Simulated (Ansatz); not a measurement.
**One elementary step**

Start structure (SnH₅ClO₂, closed shell), relaxed at PBE0-D4/def2-TZVP:

Sn1  (-0.290, 0.119, -1.487)
Cl2  (1.571, -1.062, -0.638)
H3  (-0.168, -0.170, -3.164)
H4  (-1.670, -0.594, -0.814)
H5  (-0.041, 1.758, -1.126)
H6  (0.665, -1.053, 1.490)
O7  (0.078, -0.690, 2.177)
O8  (-0.346, 0.517, 1.557)
H9  (0.201, 1.175, 2.005)
(Å)

The step: SnH₃Cl ([Cl][SnH3]) + H₂O₂ ([OH][OH]) → SnH₄O₂ ([OH][O][SnH3]) + HCl; bonds formed: Sn1–O7, Cl2–H6; bonds broken: Sn1–Cl2, H6–O7. Program: Ansatz 0.2.0. Basis: def2-TZVPP and def2-QZVPP. Cores are frozen in the correlated methods. Filled d shells of the heavier atoms are correlated. Core potentials replace the inner electrons of the atoms past krypton. The def2 sets are not built for correlating such inner shells, so the correlated values are less sure here. Extrapolation: Hartree–Fock as exp(−7.88 √X), correlation as X^−2.97. Energies below are by CCSD(T) at an estimated basis limit (MP2 extrapolated from triple and quadruple zeta, plus CCSD(T) − MP2 in triple zeta).

What are the electronic barrier and the energy of the step, from the start structure to the end structure? (To be estimated.)

The calculation gives: Barrier 22.90 kcal/mol; step energy 16.74 kcal/mol (uphill); reverse barrier, their difference, 6.17 kcal/mol. Barrier and step energy count from the start structure, the reverse barrier from the end structure.

The saddle point: One imaginary mode of 201i cm⁻¹.
```csv
pair,start (Å),saddle (Å),end (Å)
Sn1–O7,3.77,2.13,2.03
Cl2–H6,2.31,1.59,1.32
Sn1–Cl2,2.36,3.02,4.06
H6–O7,0.97,1.16,1.69
```

Zero-point energy (harmonic, PBE0-D4): ZPE is 31.64 kcal/mol at the start and 28.92 kcal/mol at the saddle, so the barrier goes from 22.90 to 20.18 kcal/mol.

The T1 diagnostic stays at or below 0.014.

Labels in which every atom is bracketed show which atoms are joined, not bond orders.

For scale, one of the runs: CCSD(T)/def2-TZVPP, 224 basis functions, launched by `ansatz run in.yaml --threads 4 --pin off --events-out ev --progress --plain --max-ram 9574MiB`. Time: 78 s of wall clock on 4 CPU threads of an Intel Xeon Platinum 8375C; the host was shared. Peak host memory: 4.1 GiB.
